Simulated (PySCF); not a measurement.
Ligands exchanged one at a time, Ga CH3-SH. Isolated molecules, 0 K electronic values unless said otherwise. One relaxed conformer stands for each flexible species; it need not be the lowest. Strings in code marks are SMILES.

The HOMO from two functionals at the same geometries (B3LYP-D3(BJ)/def2-TZVP), both in PySCF: PBE-D3(BJ)/def2-TZVP and B3LYP-D3(BJ)/def2-TZVP. B3LYP has the VWN-RPA correlation part, as in Gaussian. 

```json
[
 {"species": "0 of 3 CH3 replaced by SH (`[CH3][Ga]([CH3])[CH3]`)", "PBE-D3(BJ)/def2-TZVP (eV)": "-6.19", "B3LYP-D3(BJ)/def2-TZVP (eV)": "-7.18"},
 {"species": "1 of 3 CH3 replaced by SH (`[CH3][Ga]([CH3])[SH]` (C–Ga–S–H torsion 179°))", "PBE-D3(BJ)/def2-TZVP (eV)": "-6.10", "B3LYP-D3(BJ)/def2-TZVP (eV)": "-7.03"},
 {"species": "2 of 3 CH3 replaced by SH (`[CH3][Ga]([SH])[SH]` (S–Ga–S–H torsion -180°, S–Ga–S–H torsion 180°))", "PBE-D3(BJ)/def2-TZVP (eV)": "-6.13", "B3LYP-D3(BJ)/def2-TZVP (eV)": "-7.07"},
 {"species": "3 of 3 CH3 replaced by SH (`[SH][Ga]([SH])[SH]`)", "PBE-D3(BJ)/def2-TZVP (eV)": "-6.44", "B3LYP-D3(BJ)/def2-TZVP (eV)": "-7.39"}
]
```

Over these rows, drawn at random from the members with no instability flagged (it was tested for open shells, ions and some series alone), PBE minus B3LYP-D3(BJ): mean +0.95 eV, from +0.93 eV to +0.99 eV.
